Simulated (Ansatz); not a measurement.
Cost and result for the atomization energy of `F[SiH2]S[SiH2]Cl` (9 atoms, 8 bonds).

```xyz
9

F    -0.8501   -1.6047   -1.7286
Si    0.3441   -0.5792   -1.4675
S    -0.3960    1.2515   -0.6866
Si   -0.4566    0.6810    1.3632
Cl    1.3736    0.8883    2.2638
H     1.2678   -1.2168   -0.5042
H     0.9761   -0.2748   -2.7673
H    -0.8533   -0.7379    1.4930
H    -1.4056    1.5925    2.0342
```

The species carries charge 0 and has multiplicity 1. All single points use the PBE0-D4/def2-TZVP geometry. It is one conformer, not always the lowest. Program: Ansatz. Hardware: A = 2 threads of an AMD EPYC 7R13 on a shared host; B = 2 threads of an AMD EPYC 7R13 on a shared host and a share of an NVIDIA H100 80 GB. Times are those of one run each, without the atoms' runs, and a repeat can differ threefold. Electronic energies, without spin–orbit coupling; frozen cores. CCSD(T)/CBS adds CCSD(T) − MP2 in def2-TZVPP to the MP2 limit, and its time is that of the two runs behind it. T1 = 0.011. B3LYP takes the VWN-RPA correlation (the form of Gaussian; ORCA's B3LYP/G).

CCSD(T)/CBS is a level of theory with its own doubt, some kJ/mol a heavy atom from the limit and from the frozen cores, so smaller differences don't rank the functionals.

```csv
level,functions,wall time
CCSD(T)/def2-TZVPP [B],255,2.9 s
MP2/def2-QZVPP [B],457,3.7 s
PBE-D4/def2-TZVPP (with forces) [A],255,6 s
CCSD(T)/CBS(def2),–,6.5 s
PBE0-D4/def2-TZVPP [A],255,7 s
r2SCAN-D4/def2-TZVPP (with forces) [A],255,8.6 s
B3LYP-D4/def2-TZVPP (with forces) [A],255,11 s
B2PLYP/def2-TZVPP [A],255,12 s
ωB97X-V/def2-TZVPP [A],255,15 s
ωB97M-V/def2-TZVPP (with forces) [A],255,21 s
```

Question: What atomization energy does each give, and how far from CCSD(T)/CBS? (Estimate.)

Answer: The calculation gave: 
```tsv
level	atomization (kcal/mol)	difference from CCSD(T)/CBS	per bond
CCSD(T)/def2-TZVPP [B]	686.4	-24.0	-3.0
MP2/def2-QZVPP [B]	714.8	4.4	0.5
PBE-D4/def2-TZVPP (with forces) [A]	706.3	-4.1	-0.5
CCSD(T)/CBS(def2)	710.4	0.0	0.0
PBE0-D4/def2-TZVPP [A]	699.8	-10.6	-1.3
r2SCAN-D4/def2-TZVPP (with forces) [A]	709.8	-0.6	-0.1
B3LYP-D4/def2-TZVPP (with forces) [A]	700.2	-10.2	-1.3
B2PLYP/def2-TZVPP [A]	693.7	-16.7	-2.1
ωB97X-V/def2-TZVPP [A]	713.7	3.3	0.4
ωB97M-V/def2-TZVPP (with forces) [A]	711.0	0.6	0.1
```

In def2-TZVPP, CCSD(T) changes the Hartree–Fock value by +156.0 kcal/mol (the triples alone add +10.4 kcal/mol) and MP2 by +170.0 kcal/mol; breaking electron pairs costs correlation energy, which Hartree–Fock lacks. From PBE to PBE0 (25 % exact exchange), in def2-TZVPP and without D4, the atomization energy moves by −5.6 kcal/mol: exact exchange takes away binding that semilocal exchange gives to molecules. The D4 term adds +10.9 kcal/mol with B3LYP and +5.7 kcal/mol with PBE0; it sums over pairs of atoms, weighted by their polarisabilities, and B3LYP, whose exchange is more repulsive, gets the larger term.
